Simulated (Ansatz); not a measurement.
`C[O][SnH]([Cl])[O][SiH3]` + H₂ → `[SiH3][O][SnH2][Cl]` + CH₃OH  (hydrogenolysis of the Sn–O bond)

Isolated molecules relaxed with PBE0-D4/def2-TZVP in Ansatz; ΔE leaves out vibrations. CCSD(T)/CBS is the MP2 limit (def2-TZVPP, def2-QZVPP) plus CCSD(T) − MP2 in def2-TZVPP, frozen cores. This one scheme is used for every species. DFT in def2-TZVPP. B3LYP here is the variant with VWN-RPA as its local correlation; programs differ in this. def2 core potentials past Kr. For Sn outer-core shells are correlated without core-valence functions, which leaves a few kJ/mol of doubt a bond. Each species was taken in one conformer, which may not be the lowest.

**Question.** Is it downhill or uphill in electronic energy at CCSD(T)/CBS, and by how much? (Estimate.)

**Answer.** Computed: Uphill: ΔE = +16.5 kJ/mol.

**Question.** What do these levels give: PBE-D4, r2SCAN-D4, PBE0-D4, ωB97X-V, ωB97M-V, B2PLYP, PBE, PBE0, B3LYP, MP2/def2-TZVPP, CCSD(T)/def2-TZVPP, HF/def2-QZVPP? (Estimate.)

**Answer.** The calculation gave: PBE-D4 10.8, r2SCAN-D4 13.9, PBE0-D4 2.1, ωB97X-V 8.5, ωB97M-V 6.8, B2PLYP 7.0, PBE 2.0, PBE0 -5.9, B3LYP -2.3, MP2/def2-TZVPP 17.4, CCSD(T)/def2-TZVPP 9.8, HF/def2-QZVPP -13.5 kJ/mol.

Largest T1 diagnostic among the species: 0.013.

The D4 term adds +13.7 kJ/mol with B3LYP and +8.0 kJ/mol with PBE0; it sums over pairs of atoms, weighted by their polarisabilities, and B3LYP, whose exchange is more repulsive, gets the larger term. In def2-TZVPP, CCSD(T) changes the Hartree–Fock value by +25.0 kJ/mol (the triples alone add +7.1 kJ/mol) and MP2 by +32.6 kJ/mol.
